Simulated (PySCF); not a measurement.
**Bonding in `COC(=O)C#C[Si@@H]([SiH3])P`**

Compound: C₄H₉O₂PSi₂.
SMILES with atom numbers: `[CH3:1][O:2][C:3](=[O:4])[C:5]#[C:6][Si@@H:7]([SiH3:8])[PH2:9]` (hydrogens: H10, H11, H12 on C1; H13 on Si7; H14, H15, H16 on Si8; H17, H18 on P9)

Cartesian coordinates in Å at the GFN2-xTB level; atoms count from 1:
```
atom  x, y, z in Å
C1     4.4109   -0.6869   -0.1807
O2     3.0069   -0.8804   -0.2568
C3     2.2428    0.2176   -0.3210
O4     2.6535    1.3508   -0.3245
C5     0.8456   -0.1296   -0.3865
C6    -0.3416   -0.3504   -0.4361
Si7   -2.1831   -0.5876   -0.4905
Si8   -3.1485    0.8061    1.1170
P9    -2.7202   -0.2149   -2.6470
H10    4.8769   -1.4486   -0.8033
H11    4.6726    0.3128   -0.5340
H12    4.7361   -0.8032    0.8551
H13   -2.3844   -2.0364   -0.3093
H14   -4.4851    1.2413    0.6950
H15   -2.3443    2.0066    1.3464
H16   -3.3002    0.1004    2.3901
H17   -4.0692   -0.0381   -2.3850
H18   -2.4775    1.1470   -2.6054
```

Bond orders from the PBE0/pcSseg-1 density (PySCF). The structure is a single GFN2-xTB conformer in the gas phase; no vibrational or solvent corrections. GFN2-xTB frequencies show an imaginary mode (36i cm⁻¹), so this geometry is no minimum at that level.

Task: Where do the orders between heavy atoms depart from those drawn in the SMILES?

Result: The largest departure is 0.688, at C5–C6 (drawn triple, 2.312). Drawn single, order above 1.12: O2–C3 (1.128). Drawn single, order below 0.88: C1–O2 (0.855) and Si7–Si8 (0.856). Drawn double or triple, more than 0.30 short of the drawn order: C5–C6 (2.312).

Task: Set the Mayer orders of the bonds between heavy atoms beside their lengths.

Result: 
```csv
bond,drawn as,length (Å),Mayer order
C1–O2,single,1.419,0.855
O2–C3,single,1.339,1.128
C3–O4,double,1.205,1.895
C3–C5,single,1.441,1.019
C5–C6,triple,1.209,2.312
C6–Si7,single,1.857,0.906
Si7–Si8,single,2.336,0.856
Si7–P9,single,2.253,1.005
```

By pair of heavy elements: C–O: lowest C1–O2 (0.855, 1.419 Å), highest C3–O4 (1.895, 1.205 Å). C–C: lowest C3–C5 (1.019, 1.441 Å), highest C5–C6 (2.312, 1.209 Å).

Task: And the bonds to hydrogen?

Result: C–H: 0.95 to 0.97 (3 bonds); H–Si: 0.92 to 0.94 (4 bonds); H–P: 0.93 (2 bonds).

Task: Sum the orders of all bonds at each heavy atom with more than one neighbour and set the sums beside the valence in the SMILES.

Result: C1 3.739 (drawn 4), O2 1.983 (drawn 2), C3 4.042 (drawn 4), C5 3.331 (drawn 4), C6 3.218 (drawn 4), Si7 3.701 (drawn 4), Si8 3.650 (drawn 4), P9 2.857 (drawn 3). Orders between atoms that aren't bonded are not in these sums.

Mayer orders depend on the basis set.
